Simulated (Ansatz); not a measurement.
C3H12BN3 (`CNB(NC)NC`), relaxed with RKS PBE-D4/def2-SVP in Ansatz from a rough embedded geometry. The force threshold is 0.03 eV/Å; the program also tests the step.

Charge 0, multiplicity 1.

Start:

```xyz
19

C     1.450    1.858    0.050
N     0.455    1.087    0.666
B    -0.161    0.135   -0.374
N     0.737   -0.922   -1.051
C     1.212   -1.935   -0.216
N    -1.651    0.214   -0.647
C    -2.439   -0.139    0.562
H     1.054    2.495   -0.770
H     2.292    1.317   -0.330
H     1.873    2.635    0.785
H     0.900    0.536    1.423
H     0.102   -1.348   -1.795
H     1.919   -1.449    0.510
H     0.350   -2.409    0.305
H     1.753   -2.686   -0.797
H    -1.861    1.220   -0.887
H    -3.504   -0.061    0.311
H    -2.225   -1.137    0.886
H    -2.253    0.589    1.367
```

Problem. By how much does the energy fall, and how many steps does the optimiser take? (An estimate is asked.)

Solution. Ansatz gave: 2.42 eV, in 33 steps, 4 of them rejected.

Problem. Which bonds change most? (Best estimate.)

Solution. Computed: B3–N4 from 1.543 to 1.442 Å; N2–B3 from 1.539 to 1.441 Å; B3–N6 from 1.517 to 1.441 Å; N4–H12 from 1.067 to 1.020 Å.

Problem. Give the relaxed structure. (Estimate.)

Solution. Ansatz gave: 
```xyz
19

C     1.302    2.188   -0.254
N     1.217    0.777    0.035
B     0.004    0.007    0.143
N     0.067   -1.432    0.191
C     1.250   -2.232   -0.016
N    -1.275    0.671    0.132
C    -2.561    0.031   -0.005
H     0.419    2.500   -0.850
H     2.200    2.435   -0.862
H     1.335    2.846    0.651
H     2.092    0.351    0.336
H    -0.732   -1.942    0.565
H     1.822   -2.467    0.918
H     1.013   -3.206   -0.500
H     1.946   -1.699   -0.697
H    -1.316    1.656    0.393
H    -3.278    0.655   -0.582
H    -2.445   -0.920   -0.565
H    -3.060   -0.220    0.965
```
